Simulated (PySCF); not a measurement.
Vertical excitations of a molecule C₅H₅F from TDDFT-ωB97X/def2-SVPD in PySCF, as energy in eV (oscillator strength): 6.53 (0.000), 6.84 (0.011), 6.90 (0.001), 7.44 (0.360), 7.65 (0.160), 8.11 (0.049), 8.20 (0.068), 8.39 (0.022), 8.63 (0.017), 8.68 (0.001). Lowest triplet (TDA): 4.51 eV. The structure is a stationary point at PBE0-D3(BJ)/def2-SVP. One conformer was computed; it need not be the lowest.

Q: Which structure fits?
(A) FC1=CC=CC1
(B) C#CCC(=C)F
(C) C#C/C(F)=C/C
(D) FC1C=CC=C1

A: B, C#CCC(=C)F
